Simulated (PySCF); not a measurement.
Compound: C7H9ClNP.
SMILES with atom numbers: `[CH3:1][CH:2]([CH3:3])[c:4]1[cH:5][n:6][c:7]([Cl:8])[cH:9][p:10]1` (hydrogens: H11, H12, H13 on C1; H14 on C2; H15, H16, H17 on C3; H18 on C5; H19 on C9)

Cartesian coordinates in Å at the PBE0-D3(BJ)/def2-SVP level; atoms count from 1:
```
atom  x, y, z in Å
C1    -1.7242   -0.3361   -0.0774
C2    -0.6901    0.4644    0.7140
C3    -1.0695    1.9421    0.8134
C4     0.7082    0.2914    0.1496
C5     0.9892    0.6755   -1.1642
N6     2.1543    0.5942   -1.7978
C7     3.2175    0.1108   -1.1957
Cl8    4.6740    0.0617   -2.1556
C9     3.2951   -0.3598    0.1141
P10    1.9378   -0.3801    1.1848
H11   -1.4558   -1.4019   -0.1210
H12   -1.8140    0.0315   -1.1119
H13   -2.7172   -0.2505    0.3903
H14   -0.6735    0.0572    1.7407
H15   -1.1158    2.4115   -0.1822
H16   -2.0585    2.0576    1.2833
H17   -0.3370    2.5018    1.4139
H18    0.1753    1.0964   -1.7704
H19    4.2573   -0.7320    0.4753
```

Computed with PySCF at PBE0/pcSseg-1, non-relativistic, on one gas-phase PBE0-D3(BJ)/def2-SVP geometry that isn't relaxed in the solvent. The solvent is an IEF-PCM continuum (cavity from Bondi-type radii × 1.2). The model holds no explicit solvent molecules, cavitation or dispersion.

```
run  E − E(gas) (kcal/mol)  HOMO (eV)  HOMO–LUMO gap (eV)  dipole (D)
gas                   0.00      -7.59                5.34        3.06
  P                  -3.32      -7.56                5.37        3.82
  Q                  -4.63      -7.55                5.38        4.11
```

Q: The runs were made in chloroform and methanol. Which run belongs to which solvent?

A: P = chloroform, Q = methanol. The dielectric constants are 4.711 (chloroform), 32.61 (methanol), and the energy falls further as ε rises. In this model the ground state sees the solvent through ε alone.

Q: How constant is the ratio of the lowering to (ε − 1)/(2ε + 1)?

A: 
```
   solvent  (ε − 1)/(2ε + 1)  E − E(gas) (kcal/mol)  ratio (kcal/mol)  polarisation term (kcal/mol)
chloroform             0.356                  -3.32              -9.3                         -3.75
  methanol             0.477                  -4.63              -9.7                         -5.48
```

The ratio changes by +3.9 % in size from chloroform to methanol. The polarisation term is half the interaction of the solute with the induced surface charges.
